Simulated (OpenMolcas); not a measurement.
# Ga+: effect of correlating more closed shells

```json
{"Program": "OpenMolcas 26.06", "Basis": "ANO-RCC-VQZP [7s6p4d2f1g]", "Scalar Hamiltonian": "DKH2, point nucleus", "Active space": "2 electrons in 4 orbitals (4s 4p)", "State averaging": "2S+1 = 3 even, 3 roots; 2S+1 = 1 even, 7 roots; 2S+1 = 3 odd, 3 roots; 2S+1 = 1 odd, 3 roots", "Spin-orbit coupling": "RASSI with atomic mean-field integrals over the reference wave functions, term energies averaged over their components"}
```

Methods on the same reference wave functions:
A. CASSCF
B. MS-CASPT2, IPEA 0.25 Eh, imaginary shift 0.1 Eh (closed shells correlated: none)
C. MS-CASPT2, IPEA 0.25 Eh, imaginary shift 0.1 Eh (closed shells correlated: 3d)

Energies in cm⁻¹ above 4s² ¹S₀, the measured ground level; measured values from NIST Handbook of Basic Atomic Spectroscopic Data.

```tsv
Level	A	B	C	Measured
4s² ¹S₀	0.0	0.0	0.0	0.0
4s 4p ³P°₀	42884	43592	46136	47368
4s 4p ³P°₁	43271	43977	46521	47814
4s 4p ³P°₂	44060	44768	47312	48750
4s 4p ¹P°₁	74052	70819	71367	70701
4p² ³P₀	109637	110263	114130	
4p² ³P₁	110050	110689	114558	
4p² ³P₂	110770	111291	115171	
4p² ¹D₂	119241	113277	117278	107721
4p² ¹S₀	138279	131776	134622
```

Deviations, from unrounded energies. A percentage is the sum of absolute deviations over the sum of measured energies, with the sign that they share, or ± where signs differ.

| Against measurement | Levels | A | B | C |
| --- | --- | --- | --- | --- |
| mean absolute deviation (cm-1) | 5 | 5700 | 3500 | 2800 |
| other configurations (%) | 5 | ±8.9 | ±5.4 | ±4.4 |

C lies closest to measurement on these levels and A furthest from it. The largest miss of C in the table is 4p² ¹D₂, by +9600 cm-1. The ranking rests on the paired levels alone, and a cruder setting can come out closer through cancelling errors.

Between B and C the level of the table that moves most is 4p² ¹D₂, by 4000 cm-1 (lowest in B, highest in C).

The lowest spin-free term lies below A's lowest term by 0.008 hartree in B, 0.453 hartree in C.

What an inner shell adds also hangs on whether the basis holds functions to correlate it.

Over all roots computed the reference weight is 0.94 to 1.00 in B, 0.90 to 0.95 in C; the roots of lowest weight are the least certain, and an intruder state may touch them. The ¹D term of p² mixes with s d, which this space lacks. Without dynamic correlation excited terms often stand tens of per cent too high (terms of higher spin than the ground term too low), and those without a measured partner can miss by more than the paired ones (holds for A). Measured partners are found by configuration, term and J. A level has none where our copy of the source lacks it or the pairing is in doubt (some pairs that miss far off the trend of their configuration count as doubtful), and it then counts in no deviation. Levels of configurations outside the active space are missing.

° marks odd parity.
